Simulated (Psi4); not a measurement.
C3H9In, singlet, geometry from GFN2-xTB (such geometries of metal compounds can be far from the true shape) (all electrons, no relativity). Base run: CAM-B3LYP/STO-3G (Psi4).

Input for Psi4:
```
memory 2 GB

molecule mol {
0 1
In   -0.000271    0.000588   -0.000699
C    -1.547414   -1.603627   -0.255167
H    -1.476459   -2.031502   -1.255105
H    -2.545325   -1.184255   -0.130214
H    -1.399044   -2.394809    0.478474
C    -0.162120    1.916997   -1.155486
H     0.802561    2.172802   -1.592476
H    -0.463524    2.724526   -0.488383
H    -0.900661    1.823226   -1.950320
C     1.711036   -0.315964    1.413937
H     2.336469    0.574228    1.462973
H     2.317505   -1.157123    1.078655
H     1.332729   -0.540359    2.410941
}

set {
  basis sto-3g
  reference rks
  scf_type pk
}

energy('cam-b3lyp')
print_variables()
```

The base run was repeated with changes; each row names its change, and settings that it needs were set with it.

```tsv
change	E (Eh)	dipole (D)	core-seconds (rough)
base	-5803.27922	0.01	7
functional = hf (with energy('scf'))	-5800.34843	0.01	2
functional = m06-l	-5803.31818	0.01	10
functional = b97m-v	-5802.88559	0.01	200
functional = bhhlyp	-5803.29452	0.01	6
functional = svwn	-5797.95036	0.01	5
functional = tpssh	-5803.06708	0.01	10
functional = m06	-5803.00789	0.01	10
functional = b3lyp	-5803.18806	0.01	7
functional = wb97x	-5803.33731	0.01	8
functional = tpss	-5802.97686	0.01	10
functional = x3lyp	-5802.96809	0.01	8
functional = blyp	-5802.94171	0.01	6
```

Total energies compare only within one method and basis.
